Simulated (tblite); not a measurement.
Run record: tight-binding relaxation, `n1n(c(cn1)C(F)(F)F)CC`.

Computed with GFN2-xTB geometry optimisation, gas phase (tblite 0.8.0). Start geometry: from a force field or distance geometry. The input is one job of a driver script: a line of settings, then coordinates in Å.

Command:
```bash
OMP_NUM_THREADS=1 python probes_run.py task.json out
```

Input:
```
{"job": {"kind": "relax", "xc": "GFN2-xTB", "basis": "xTB"}, "charge": 0, "multiplicity": 1}
C      2.135800    -0.609900    -0.219000
C      1.081300    -0.680800     0.874800
N      0.164400     0.419300     0.842800
N      0.492500     1.600900     1.402400
N     -0.517900     2.432500     1.243200
C     -1.501200     1.778000     0.547200
C     -1.089700     0.494900     0.282500
C     -1.731800    -0.614400    -0.399000
F     -0.954600    -1.119300    -1.394900
F     -2.921200    -0.260600    -0.961200
F     -2.000500    -1.649000     0.439700
H      2.806400    -1.463100    -0.155200
H      1.652600    -0.613500    -1.197200
H      2.723900     0.309800    -0.140800
H      0.514400    -1.608500     0.811900
H      1.564200    -0.671100     1.881500
H     -2.425600     2.266700     0.290900
```

**Question.** What does the run print?

**Answer.** 
```
step      E/eV     max force
  0    -999.15459    2.424
  1    -999.29380    0.657
  2    -999.30381    0.189
  3    -999.30677    0.125
  4    -999.30939    0.129
  5    -999.31044    0.119
  6    -999.31226    0.088
  7    -999.31301    0.055
  8    -999.31335    0.051
  9    -999.31356    0.043
... (54 lines left out)
 64    -999.32138    0.021
 65    -999.32143    0.017
 66    -999.32148    0.015
 67    -999.32152    0.014
 68    -999.32155    0.013
 69    -999.32158    0.013
 70    -999.32161    0.012
 71    -999.32162    0.011
 72    -999.32164    0.011
 73    -999.32165    0.009
```

«max force» is the largest atomic force in eV/Å.

**Question.** From which step on does the largest force stay under 0.1 eV/Å, and how much energy is left to gain from there?

**Answer.** From step 6 (0.088 eV/Å), 9.4 meV above the end.

In short: energy lowered by 3.9 kcal/mol over 73 steps; largest atomic force 0.009 eV/Å at the end.

**Question.** Where do the atoms end?

**Answer.** 0.111 Å rms from the input after alignment:
```
atom  x, y, z in Å
C1     2.0547   -0.6279   -0.2360
C2     1.0960   -0.6819    0.9502
N3     0.1626    0.4141    0.9074
N4     0.4392    1.5694    1.4789
N5    -0.5149    2.3932    1.2695
C6    -1.4660    1.7938    0.5389
C7    -1.0452    0.5009    0.2864
C8    -1.6956   -0.6077   -0.4517
F9    -0.9702   -1.0290   -1.5063
F10   -2.8920   -0.2512   -0.9237
F11   -1.8864   -1.6989    0.3168
H12    2.7876   -1.4240   -0.1450
H13    1.5210   -0.7536   -1.1747
H14    2.5741    0.3271   -0.2496
H15    0.5434   -1.6239    0.9608
H16    1.6512   -0.5771    1.8847
H17   -2.3665    2.2886    0.2432
```
Labels such as C1 count atoms from 1, the log's own numbers from 0.
